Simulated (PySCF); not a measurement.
Calculation: PySCF 2.14.0 with CAM-B3LYP-D3(BJ)/def2-TZVP // CAM-B3LYP-D3(BJ)/def2-SVP. Isolated molecules, 0 K electronic values unless said otherwise. Delta-SCF ions had no search for a lower state. Excitations are Tamm–Dancoff values on a coarser integration grid. The basis has no diffuse functions, so Rydberg states are missing or too high.

Reference species (SMILES): `[NH2+]1[GaH2-][NH2+][GaH2-]1` (neutral, multiplicity 1).

| Property | Value |
|---|---|
| HOMO–LUMO gap | 9.88 eV |
| HOMO | -9.23 eV |
| vertical ionisation energy (Delta-SCF) | 9.99 eV |
| S1–T1 gap (TDA) | 0.28 eV |

After one change: the HOMO–LUMO gap goes up by 0.03 eV; the HOMO falls by 0.34 eV; the vertical ionisation energy (Delta-SCF) rises by 0.35 eV; the S1–T1 gap (TDA) increases by 0.20 eV.

Task: What was changed between the two runs? The new species is one of these.
A) `[AlH2-]1[SH+][AlH2-][SH+]1`
B) `[BH2-]1[SeH+][BH2-][SeH+]1`
C) `[SeH+]1[InH2-][SeH+][InH2-]1`
D) `[InH2-]1[SbH2+][InH2-][SbH2+]1`

Result: A, `[AlH2-]1[SH+][AlH2-][SH+]1`
